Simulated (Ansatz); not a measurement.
Geometry optimisation, RKS B3LYP-D4/def2-SVP in Ansatz 0.2.0.

Input:

```yaml
crystal:
  periodic: [false, false, false]
  atoms:
    - { symbol: Al, position_ang: [0.0, 0.0, 0.0] }
    - { symbol: Cl, position_ang: [0.0, 0.0, 2.58] }
    - { symbol: Cl, position_ang: [1.9312, 0.0, -1.115] }
    - { symbol: F, position_ang: [-1.4635, 0.0, -0.845] }
    - { symbol: Br, position_ang: [0.57, -2.5078, 0.8545] }
    - { symbol: H, position_ang: [0.3236, -1.4237, 2.1423] }
basis:
  gaussian: { orbitals: def2-SVP }
hamiltonian:
  xc: b3lyp
  dispersion: d4
relax:
  f_tol: 0.15
  max_steps: 25
  restrain:
    - { distance: [0, 4], at: 3.61, k: 30.0 }
    - { distance: [5, 1], at: 2.57, k: 30.0 }
    - { distance: [0, 1], at: 2.23, k: 30.0 }
    - { distance: [5, 4], at: 1.55, k: 30.0 }
```

Run as:

```bash
$ ansatz run input.yaml --threads 2 --pin off --max-ram 3072MiB --backend cpu --events-out ev --progress --plain --runs-dir out
```

Where does it end, and by what steps?

It converged. The restraints hold the end off the free minimum. After 8 steps the energy has fallen by 1.115 eV (the restraints' own energy left out); Br5 moved furthest, 0.70 Å. Parted: Al1–Br5 (2.71 → 3.60 Å), Cl2–H6 (1.52 → 2.57 Å).

```
step  energy less start (eV)  largest force component (eV/Å)  accepted
   0                  0.0000                           2.294       yes
   1                 -0.0174                           2.188       yes
   2                 -0.3369                           2.456       yes
   3                 -0.7664                           1.804       yes
   4                 -1.0636                           1.214       yes
   5                 -1.0969                           1.240       yes
   6                 -1.1069                           1.268       yes
   7                 -1.1125                           1.217       yes
   8                 -1.1149                           1.275       yes
```

```xyz
6
Properties=species:S:1:pos:R:3
Al 0.045 0.238 -0.021
Cl 0.034 0.496 2.153
Cl 1.795 0.489 -1.107
F -1.414 0.027 -0.767
Br 0.524 -3.131 1.161
H 0.378 -2.051 2.198
```

The run took 33 s on 2 threads of Arm Neoverse V1, on a shared host, peak memory 0.26 GiB.
